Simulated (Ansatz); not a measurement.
C4CoO4 (SMILES [O+]#[C-]->[Co+](<-[C-]#[O+])(<-[C-]#[O+])<-[C-]#[O+]), charge +1, singlet, at a GFN2-xTB geometry (such geometries of metal compounds can be far from the true shape) (the multiplicity is a formal guess). Base run: Ansatz (a quantum-chemistry and plane-wave program) with PBE0/def2-SV(P).

The Ansatz input:
Ansatz 0.2 input:
```yaml
crystal:
  periodic: [false, false, false]
  atoms:
    - {symbol: Co, position_ang: [0.00000000, -0.00000000, 0.00000000]}
    - {symbol: O, position_ang: [1.04717025, 1.06346998, -2.50588683]}
    - {symbol: C, position_ang: [0.64525194, 0.65529561, -1.54409307]}
    - {symbol: O, position_ang: [-1.04717025, -1.06346998, 2.50588683]}
    - {symbol: C, position_ang: [-0.64525194, -0.65529561, 1.54409307]}
    - {symbol: O, position_ang: [0.13814426, -2.70219901, -1.08905436]}
    - {symbol: C, position_ang: [0.08512260, -1.66505794, -0.67106035]}
    - {symbol: O, position_ang: [-0.13814426, 2.70219901, 1.08905436]}
    - {symbol: C, position_ang: [-0.08512260, 1.66505794, 0.67106035]}
basis:
  gaussian:
    orbitals: def2-SV_P_.json
hamiltonian:
  xc: pbe0
total_charge: 1
```
The basis file holds def2-SV(P) in the JSON format of the Basis Set Exchange.

The base run was repeated with changes; each row names its change, and settings that it needs were set with it.

| change | E (Eh) | core-seconds (rough) |
|---|---|---|
| base | -1834.59941 | 8 |
| functional = pbe | -1834.67478 | 4 |
| functional = r2scan | -1835.11919 | 10 |
| functional = lc_wpbe | -1834.83670 | 6 |
| functional = hf | -1831.42198 | 6 |
| functional = b3lyp; dispersion = d4 | -1835.38824 | 5 |
| functional = cam_b3lyp | -1835.23838 | 8 |
| functional = hse06 | -1834.57402 | 7 |
| functional = SVWN5 | -1829.37538 | 2 |
| functional = wB97M-V | -1835.14901 | 20 |
| functional = wB97X | -1835.23740 | 10 |
| functional = b3lyp; dispersion = d3bjatm | -1835.39099 | 5 |
| functional = blyp; dispersion = d3bjatm | -1835.42574 | 3 |

Totals shift with the method and basis; they matter in differences.
